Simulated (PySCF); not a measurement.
Zn(Cl)(Br), SMILES [Cl][Zn][Br] (BrClZn) (PBE0/def2-SVP optimised geometry):

```
3

Zn     0.063     0.001     0.000
Cl     2.163     0.001     0.000
Br    -2.163    -0.001     0.000
```

Calculation: PBE0/def2-TZVP (PySCF 2.14.0).

Question: What are the frontier orbital energies and the dipole moment?

Answer: HOMO-2 -9.37 eV, HOMO-1 -8.75 eV, HOMO -8.75 eV, LUMO -1.77 eV, LUMO+1 -0.49 eV; dipole moment 0.33 D.

Meta-Löwdin charges at PBE0/def2-TZVP: Zn1 1.22, Cl2 -0.63, Br3 -0.59.
